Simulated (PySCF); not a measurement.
**Ionisation energy of He+ by level of theory**

He+ 1s1 (2S) → He(2+) (bare nucleus), as a difference of total energies. All numbers are calculated (PySCF 2.14, no relativity, point nucleus, in dyall-av3z). The calculations carry no spin-orbit coupling.

```
   method  ionisation energy (eV)
      UHF                  54.422
      LDA                  52.836
      PBE                  54.253
     PBE0                  54.333
   r2SCAN                  54.427
  r2SCANh                  54.426
    B3LYP                  54.386
CAM-B3LYP                  54.148
     MN15                  54.612
```

For comparison: 54.418 eV (theoretical estimate listed by NIST; NIST Atomic Spectra Database, ionization energies).
